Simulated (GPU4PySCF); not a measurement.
GPU4PySCF input file for Si(Ph)(OMe)3 (C9H14O3Si), SMILES c1cc(ccc1)[Si](OC)(OC)OC, TDA-M06-2X/def2-SVPD. Coordinates come from a ωB97X-D3(BJ)/def2-TZVP optimisation. The isomer is the one that the SMILES or the coordinates give; other isomers of the formula were not compared. The values are those of a single conformer.

```python
import numpy as np
import cupy as cp
from pyscf import gto, lo
from gpu4pyscf import dft

mol = gto.M(
    atom='''
    C    -0.91923475    1.18297202    2.51848725
    O    -1.35616797    1.29649736    1.17454129
    Si   -0.93527626    0.18754582    0.04957251
    O    -1.52832894   -1.29950662    0.40814857
    C    -2.91769343   -1.52595074    0.58626325
    O    -1.59196609    0.78800930   -1.32200114
    C    -1.40020114    0.14468248   -2.57074611
    C     0.90035072   -0.02736180   -0.07943826
    C     1.52421935   -1.26226030    0.10962187
    C     2.90472683   -1.38595780    0.00513678
    C     3.68109705   -0.27253154   -0.29066529
    C     3.07660164    0.96492820   -0.48199843
    C     1.69728280    1.08310127   -0.37652272
    H     0.17445488    1.18321812    2.58010900
    H    -1.30457819    2.04001669    3.07314754
    H    -1.29498783    0.26382196    2.98169533
    H    -3.31236336   -0.92226646    1.41007749
    H    -3.06416976   -2.58227513    0.81797416
    H    -3.47619016   -1.27958897   -0.32271060
    H    -1.82177348   -0.86667811   -2.56502185
    H    -1.90782786    0.73361811   -3.33633365
    H    -0.33608031    0.07802558   -2.82209056
    H     0.91883027   -2.13216711    0.34081008
    H     3.37576526   -2.35179788    0.15461854
    H     4.75880283   -0.36810048   -0.37240355
    H     3.68119255    1.83556488   -0.71300393
    H     1.23160249    2.05323630   -0.52722305
    ''',
    basis='def2-SVPD',
    charge=0,
    spin=0,
    max_memory=12000,
    verbose=3,
)
mf = dft.RKS(mol, xc='m06-2x').density_fit(auxbasis='def2-universal-jkfit')
mf.cphf_grids.atom_grid, mf.cphf_grids.prune = (75, 302), None
mf.grids.atom_grid = (75, 302)
mf.conv_tol = 1e-9
mf.max_cycle = 100
mf.kernel()
td = mf.TDA()
td.singlet = True
td.nstates = 12
td.conv_tol = 1e-4
td.positive_eig_threshold = 1e-6
td.max_memory = 500
td.kernel(x0=td.init_guess(mf, 17))
tt = mf.TDA()
tt.singlet = False
tt.nstates = 4
tt.conv_tol = 1e-4
tt.positive_eig_threshold = 1e-6
tt.max_memory = 500
tt.kernel(x0=tt.init_guess(mf, 9))
nocc = mol.nelectron // 2
for name, t in (('singlet', td), ('triplet (TDA)', tt)):
    for e, f, (x, y) in zip(cp.asnumpy(t.e), t.oscillator_strength(), t.xy):
        w = 2 * cp.asnumpy(x)**2
        i, a = np.unravel_index(w.argmax(), w.shape)
        print(f'{name} {e * 27.211386245988:8.4f} eV  f = {f:.4f}  leading pair {i + 1} -> {nocc + a + 1} ({w[i, a]:.2f})')
```

Log of the run:

```
converged SCF energy = -865.917859440545
Overwritten attributes  positive_eig_threshold  of <class 'gpu4pyscf.tdscf.rks.TDA'>
Excitation energies (eV)
[5.5582964  6.4688001  6.62032022 6.94709051 7.08252587 7.16194412
 7.45787938 7.46826433 7.51912445 7.67402914 7.74192937 7.8468412 ]
Excitation energies (eV)
[4.51134903 4.87108819 4.95635577 5.34207857]
singlet   5.5583 eV  f = 0.0037  leading pair 53 -> 54 (0.56)
singlet   6.4688 eV  f = 0.0480  leading pair 52 -> 54 (0.62)
singlet   6.6203 eV  f = 0.0153  leading pair 51 -> 54 (0.83)
singlet   6.9471 eV  f = 0.0003  leading pair 51 -> 55 (0.78)
singlet   7.0825 eV  f = 0.0000  leading pair 53 -> 56 (0.73)
singlet   7.1619 eV  f = 0.0000  leading pair 52 -> 56 (0.75)
singlet   7.4579 eV  f = 0.0002  leading pair 45 -> 54 (0.63)
singlet   7.4683 eV  f = 0.9359  leading pair 53 -> 55 (0.43)
singlet   7.5191 eV  f = 0.6066  leading pair 52 -> 55 (0.50)
singlet   7.6740 eV  f = 0.3524  leading pair 50 -> 54 (0.66)
singlet   7.7419 eV  f = 0.0298  leading pair 45 -> 55 (0.49)
singlet   7.8468 eV  f = 0.0228  leading pair 52 -> 57 (0.17)
triplet (TDA)   4.5113 eV  f = 0.0000  leading pair 52 -> 54 (0.66)
triplet (TDA)   4.8711 eV  f = 0.0000  leading pair 53 -> 54 (0.85)
triplet (TDA)   4.9564 eV  f = 0.0000  leading pair 53 -> 55 (0.68)
triplet (TDA)   5.3421 eV  f = 0.0000  leading pair 52 -> 55 (0.85)
```

The calculation finished and met its thresholds.
